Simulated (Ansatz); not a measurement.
Mulliken charges of `F[Si]1([SeH])CO1` from B3LYP/def2-TZVPP in Ansatz (PBE0-D4/def2-TZVP geometry).

```tsv
atom	x (Å)	y (Å)	z (Å)	charge (e)
F1	-1.217	0.015	1.495	-0.299
Si2	-0.170	0.220	0.324	0.665
Se3	1.596	1.340	1.119	-0.122
C4	-0.256	-0.777	-1.160	-0.150
O5	-0.696	0.673	-1.150	-0.392
H6	1.334	0.862	2.484	0.066
H7	-1.090	-1.450	-1.349	0.117
H8	0.592	-0.940	-1.819	0.116
```

**Question.** By hand: the dipole of these point charges (1 e Å = 4.8032 D).

**Answer.** Σ q r = (0.397, -0.391, 0.052) e Å, of length 0.560 e Å = 2.69 D.

**Question.** How does the dipole of the full density compare? (Estimate.)

**Answer.** Ansatz gave: (0.281, -0.242, 0.184) e Å, 1.99 D; the point charges give 1.35 times that, at 21° from its direction.

Point charges leave out the atoms' own dipoles, such as those of lone pairs, and Mulliken's split depends on the basis, so the two needn't agree.

B3LYP here is the variant with VWN-RPA as its local correlation; programs differ in this.
